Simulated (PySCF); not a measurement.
## Fine-structure interval along the 19-electron series

Calculated with PySCF 2.14 and a two-component X2C-1e Hamiltonian (Gaussian nucleus, no Breit or QED terms), each ion in its own even-tempered basis scaled to its charge; GMP2 freezes [Ne] and drops the highest virtual spinors. Values in cm⁻¹.

| ion | configuration | GHF (screened spin-orbit) | GMP2 (screened spin-orbit) | GHF (bare spin-orbit) |
| --- | --- | --- | --- | --- |
| Pm⁴²⁺ | [Ar] 3d1 | 249390 | 249590 | 298600 |
| Sm⁴³⁺ | [Ar] 3d1 | 269890 | 270120 | 322140 |
| Eu⁴⁴⁺ | [Ar] 3d1 | 291520 | 291780 | 346910 |

Between Z = 61 and Z = 63 the GHF (bare spin-orbit) value grows as Z to the power 4.65.
